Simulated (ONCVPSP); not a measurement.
**gold (Au): ONCV pseudisation with PBE, scalar-relativistic reference atom.**

ONCVPSP 4.0.1 was run on this input:

```
# ATOM AND REFERENCE CONFIGURATION
# atsym  z   nc   nv     iexc    psfile
  Au 79.00   10    4        4      upf
#
#   n    l    f
    1    0    2.00
    2    0    2.00
    2    1    6.00
    3    0    2.00
    3    1    6.00
    3    2   10.00
    4    0    2.00
    4    1    6.00
    4    2   10.00
    4    3   14.00
    5    0    2.00
    5    1    6.00
    5    2   10.00
    6    0    1.00
#
# PSEUDOPOTENTIAL AND OPTIMIZATION
# lmax
    2
#
#   l,   rc,      ep,       ncon, nbas, qcut
    0    1.35    0.00    3    7    9.60
    1    1.65    0.00    3    6    9.70
    2    1.35    0.00    5   10   12.30
#
# LOCAL POTENTIAL
# lloc, lpopt,  rc(5),   dvloc0
    2    5    1.35    0.00
#
# VANDERBILT-KLEINMAN-BYLANDER PROJECTORs
# l, nproj, debl
    0    2    2.80
    1    2    2.50
    2    0    3.80
#
# MODEL CORE CHARGE
# icmod, fcfact, rcfact
    0    0.00    0.00
#
# LOG DERIVATIVE ANALYSIS
# epsh1, epsh2, depsh
   -5.00    5.00    0.04
#
# OUTPUT GRID
# rlmax, drl
    6.00    0.01
#
# TEST CONFIGURATIONS
# ncnf
    4
# nvcnf
#   n    l    f
    4
    5    0    2.00
    5    1    6.00
    5    2   10.00
    6    0    0.00
#
    4
    5    0    2.00
    5    1    6.00
    5    2    9.00
    6    0    0.00
#
    4
    5    0    2.00
    5    1    6.00
    5    2    8.00
    6    0    0.00
#
    4
    5    0    2.00
    5    1    6.00
    5    2    7.00
    6    0    0.00
#
```

Command:

```bash
oncvpsp.x < Au.dat > Au.out
```

Resulting log (shortened: citation, most of the input echo, consistency checks and plot data are left out):

```
ONCVPSP  (Optimized Norm-Conservinng Vanderbilt PSeudopotential)
scalar-relativistic version 4.0.1

#   n    l    f        energy (Ha)
    1    0    2.00    -2.9689259E+03
    2    0    2.00    -5.2382240E+02
    2    1    6.00    -4.5276778E+02
    3    0    2.00    -1.2363495E+02
    3    1    6.00    -1.0302982E+02
    3    2   10.00    -8.1043342E+01
    4    0    2.00    -2.6835011E+01
    4    1    6.00    -2.0080110E+01
    4    2   10.00    -1.1976524E+01
    4    3   14.00    -2.9811731E+00
    5    0    2.00    -3.9824900E+00
    5    1    6.00    -2.1969617E+00
    5    2   10.00    -2.5273410E-01
    6    0    1.00    -2.1176012E-01

Reference configufation results
  iterations    27
  all-electron total energy (Ha)   -1.90118705D+04

Begin loop to  construct optimized pseudo wave functions
and semi-local pseudopoentials for all angular momenta

Calculating optimized projector #   1

 for l=   0

    Fraction of norm inside rc  0.913143
    Optimizing pswf for qcut=   9.60 a_B^-1,  ecut=  46.12 Ha
    Residual kinetic energy error=  1.78D-06 Ha

    Energy error per electron        Cutoff
         Ha          eV             Ha
         0.01000     0.27211       26.95
         0.00100     0.02721       33.29
         0.00010     0.00272       38.27
         0.00001     0.00027       42.68

Calculating optimized projector #   2

 for l=   0

    Fraction of norm inside rc  0.042844
    Optimizing pswf for qcut=   9.60 a_B^-1,  ecut=  46.12 Ha
    Residual kinetic energy error=  5.87D-07 Ha

    Energy error per electron        Cutoff
         Ha          eV             Ha
         0.01000     0.27211       21.97
         0.00100     0.02721       29.93
         0.00010     0.00272       36.21
         0.00001     0.00027       41.21

   Wellstate for l =  1  n =  6
     eigenvalue =   0.3030
     asymptotic potential =   0.8030
     half-point radius =  3.2700

Calculating optimized projector #   1

 for l=   1

    Fraction of norm inside rc  0.928322
    Optimizing pswf for qcut=   9.71 a_B^-1,  ecut=  47.13 Ha
    Residual kinetic energy error=  1.00D-07 Ha

    Energy error per electron        Cutoff
         Ha          eV             Ha
         0.01000     0.27211       11.83
         0.00100     0.02721       25.62
         0.00010     0.00272       32.27
         0.00001     0.00027       37.23

Calculating optimized projector #   2

 for l=   1

    Fraction of norm inside rc  0.081847
    Optimizing pswf for qcut=   9.71 a_B^-1,  ecut=  47.13 Ha
    Residual kinetic energy error=  2.65D-08 Ha

    Energy error per electron        Cutoff
         Ha          eV             Ha
         0.01000     0.27211       10.12
         0.00100     0.02721       22.75
         0.00010     0.00272       31.44
         0.00001     0.00027       37.17

Calculating optimized projector #   1

 for l=   2

    Fraction of norm inside rc  0.419608
    Optimizing pswf for qcut=  12.29 a_B^-1,  ecut=  75.53 Ha
    Residual kinetic energy error=  3.13D-08 Ha

    Energy error per electron        Cutoff
         Ha          eV             Ha
         0.01000     0.27211       15.67
         0.00100     0.02721       36.32
         0.00010     0.00272       49.07
         0.00001     0.00027       58.34

Construct Vanderbilt / Kleinmman-Bylander projectors

B matrix Hermiticity error, ll=   0
   1   2    6.6124E-04

  Orthonormal projector coefficients  1.2247E+01 -6.2337E-01

B matrix Hermiticity error, ll=   1
   1   2    4.2691E-04

  Orthonormal projector coefficients -2.7051E+00  1.7497E+00

Pseudoatom total energy -136.641047

Diagnostic tests using Vanderbilt-Kleinman-Bylander pseudopotentials
  1 or more projectors used as specified by nproj input data

   l    rcore       rmatch      e in        delta e   norm test  slope test

   0   1.3564361   1.3976205  -3.9824900   0.0000035   1.0003274   1.0003248
   0   1.3564361   1.3976205  -0.2117601   0.0000101   1.0000759   1.0000646

   1   1.6524667   1.7026392  -2.1969617  -0.0000024   1.0002700   1.0002706
   1   1.6524667   1.7026392   0.3030383   0.0000218   1.0002370   1.0002370

   2   1.3564361   1.3976205  -0.2527341   0.0000028   1.0000040   1.0000072

 Testing for bound ghosts
   n   l    E NL Schr. Eq   E Basis Diag.   E Cutoff

   1   0       -3.982487       -3.982489    103.30
   2   0       -0.211750       -0.093796    103.30

   2   1       -2.196964       -2.196945     57.29

 Testing for highly-localized positive-energy ghosts
       l    <radius>/rc     E Basis Diag.   E Cutoff

Test configuration 0

   n   l     f        eae           eps        diff
   1   0  2.0000-2968.92589778
   2   0  2.0000 -523.82239757
   2   1  6.0000 -452.76777819
   3   0  2.0000 -123.63495332
   3   1  6.0000 -103.02982059
   3   2 10.0000  -81.04334170
   4   0  2.0000  -26.83501075
   4   1  6.0000  -20.08010982
   4   2 10.0000  -11.97652401
   4   3 14.0000   -2.98117312
   5   0  2.0000   -3.98249004   -3.98248653    3.51D-06
   5   1  6.0000   -2.19696170   -2.19696410   -2.39D-06
   5   2 10.0000   -0.25273410   -0.25273125    2.85D-06
   6   0  1.0000   -0.21176012   -0.21174997    1.01D-05

    Total energies and differences
      AE_ref= -1.90118705D+04  AE_tst= -1.90118705D+04  dif=  0.00D+00
      PS_ref= -1.36641047D+02  PS_tst= -1.36641047D+02  dif=  5.68D-14
      PSP excitation error= -5.68D-14

Test configuration 1

   n   l     f        eae           eps        diff
   1   0  2.0000-2969.23845579
   2   0  2.0000 -524.13205489
   2   1  6.0000 -453.07748944
   3   0  2.0000 -123.94533868
   3   1  6.0000 -103.34021348
   3   2 10.0000  -81.35347159
   4   0  2.0000  -27.14592613
   4   1  6.0000  -20.39101133
   4   2 10.0000  -12.28732625
   4   3 14.0000   -3.29206627
   5   0  2.0000   -4.29519845   -4.29561513   -4.17D-04
   5   1  6.0000   -2.51159431   -2.51172750   -1.33D-04
   5   2 10.0000   -0.56330305   -0.56324574    5.73D-05

    Total energies and differences
      AE_ref= -1.90118705D+04  AE_tst= -1.90115247D+04  dif=  3.46D-01
      PS_ref= -1.36641047D+02  PS_tst= -1.36295144D+02  dif=  3.46D-01
      PSP excitation error= -1.35D-04

Test configuration 2

   n   l     f        eae           eps        diff
   1   0  2.0000-2969.72618425
   2   0  2.0000 -524.62115712
   2   1  6.0000 -453.56656093
   3   0  2.0000 -124.43344283
   3   1  6.0000 -103.82830940
   3   2 10.0000  -81.84179869
   4   0  2.0000  -27.63340372
   4   1  6.0000  -20.87845512
   4   2 10.0000  -12.77477372
   4   3 14.0000   -3.77917787
   5   0  2.0000   -4.77767282   -4.77776104   -8.82D-05
   5   1  6.0000   -2.98759060   -2.98761576   -2.52D-05
   5   2  9.0000   -1.00452237   -1.00441340    1.09D-04

    Total energies and differences
      AE_ref= -1.90118705D+04  AE_tst= -1.90107453D+04  dif=  1.13D+00
      PS_ref= -1.36641047D+02  PS_tst= -1.35515721D+02  dif=  1.13D+00
      PSP excitation error= -1.61D-04

Test configuration 3

   n   l     f        eae           eps        diff
   1   0  2.0000-2970.27701397
   2   0  2.0000 -525.17380356
   2   1  6.0000 -454.11921575
   3   0  2.0000 -124.98366221
   3   1  6.0000 -104.37851569
   3   2 10.0000  -82.39247151
   4   0  2.0000  -28.18194718
   4   1  6.0000  -21.42687137
   4   2 10.0000  -13.32310224
   4   3 14.0000   -4.32673582
   5   0  2.0000   -5.31599183   -5.31581379    1.78D-04
   5   1  6.0000   -3.51618655   -3.51630061   -1.14D-04
   5   2  8.0000   -1.49306472   -1.49292663    1.38D-04

    Total energies and differences
      AE_ref= -1.90118705D+04  AE_tst= -1.90095003D+04  dif=  2.37D+00
      PS_ref= -1.36641047D+02  PS_tst= -1.34270595D+02  dif=  2.37D+00
      PSP excitation error= -3.12D-04

Test configuration 4

   n   l     f        eae           eps        diff
   1   0  2.0000-2970.88198894
   2   0  2.0000 -525.78092415
   2   1  6.0000 -454.72640163
   3   0  2.0000 -125.58666662
   3   1  6.0000 -104.98150209
   3   2 10.0000  -82.99619056
   4   0  2.0000  -28.78200560
   4   1  6.0000  -22.02668465
   4   2 10.0000  -13.92270553
   4   3 14.0000   -4.92506231
   5   0  2.0000   -5.89987958   -5.89957445    3.05D-04
   5   1  6.0000   -4.08733150   -4.08781593   -4.84D-04
   5   2  7.0000   -2.02064539   -2.02051914    1.26D-04

    Total energies and differences
      AE_ref= -1.90118705D+04  AE_tst= -1.90077470D+04  dif=  4.12D+00
      PS_ref= -1.36641047D+02  PS_tst= -1.32516870D+02  dif=  4.12D+00
      PSP excitation error= -6.56D-04
```

The run took about 4.9 s on one core of a shared server CPU.
